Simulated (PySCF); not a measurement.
Ge(Cl)3(nPr), SMILES [Cl][Ge]([Cl])([Cl])[CH2]CC at its B3LYP/def2-SVP optimised geometry (Å):

```
14

C     -1.5827    -2.1938     4.0873
C     -1.0174    -1.4162     2.8957
C     -1.4662    -1.9961     1.5495
Ge    -0.7592    -1.0346     0.0000
Cl    -1.4239    -1.9424    -1.8517
Cl    -1.4101     1.0346     0.0000
Cl     1.4101    -1.0346     0.0000
H     -1.2593    -3.2478     4.0687
H     -1.2439    -1.7569     5.0399
H     -2.6852    -2.1833     4.0875
H      0.0849    -1.4138     2.9434
H     -1.3288    -0.3597     2.9604
H     -1.1442    -3.0438     1.4256
H     -2.5636    -1.9766     1.4395
```

Method: B3LYP/def2-TZVP (PySCF). Cells within 0.4 Å of a nucleus heavier than hydrogen are left out (blank, or x).

Map of the electrostatic potential (hartree/e), clipped to [-0.08, 0.12] on the plane z = 0.0 Å:

```
|0000000000000000000000000000000|
|0000000000000000000000000000000|
|0000011111000000000000000000000|
|0000111111110000000000000000000|
|0001112233221000000000000000000|
|0001124567642100000000000000000|
|0001248999995210000000000000000|
|0001389999999520000000000000000|
|0012599999999931000000000000000|
|001279999x999962000000000000000|
|00139999xxx99983100000000000000|
|00129999xxx99994210000000000000|
|001279999x999995321000000000000|
|0012599999999997532211100000000|
|1112489999999999865455432100000|
|1112369999999999999999996321000|
|1123469999999999999999999842110|
|2223589999999999999999999963110|
|22346999999xx99999999x999994211|
|23346999999xxx999999xxx99995211|
|23357999999xxx999999xxx99995211|
|233469999999x99999999x999994211|
|2334689999999999999999999963111|
|2334579999999999999999999732110|
|2233457999999999999999995321100|
|2233345799999999865444432110000|
|2222334568999998643221110000000|
|2222233455677765432110000000000|
|2222223334455544322110000000000|
|2222222233344433322110000000000|
|1122222223333332221111000000000|
```
Scale: ten equal steps from -0.017 (start of '0') to 0.120 (end of '9'), in the order '0123456789'; x runs from -3.50 to 3.50, y from -3.50 (bottom) to 3.50 (top).
